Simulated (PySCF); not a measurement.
## He⁺ (helium, charge +1) across methods

1s1, 2S determinant. All numbers are calculated (PySCF 2.14, no relativity, point nucleus, in def2-QZVPPD (4s4p2d1f, 33 functions)).

| method | E (hartree) | mean ε 1s α (eV) | Σ⟨r²⟩ (bohr²) | ⟨S²⟩ |
| --- | --- | --- | --- | --- |
| M06 | -1.9996 | -44.907 | 0.7684 | 0.750 |
| UHF | -1.99983 | -54.418 | 0.7504 | 0.750 |
| PW91 | -1.9967 | -42.166 | 0.7794 | 0.750 |
| TPSSh | -2.0000 | -43.889 | 0.7631 | 0.750 |
| PBEsol | -1.9695 | -41.517 | 0.7868 | 0.750 |
| PBE | -1.9936 | -42.042 | 0.7798 | 0.750 |
| PBE0 | -1.9966 | -45.175 | 0.7711 | 0.750 |
| r2SCAN | -2.0000 | -43.215 | 0.7623 | 0.750 |
| LDA | -1.9416 | -41.102 | 0.8001 | 0.750 |

For one electron the Hartree and exchange-correlation energies should cancel; what remains is the self-interaction error.
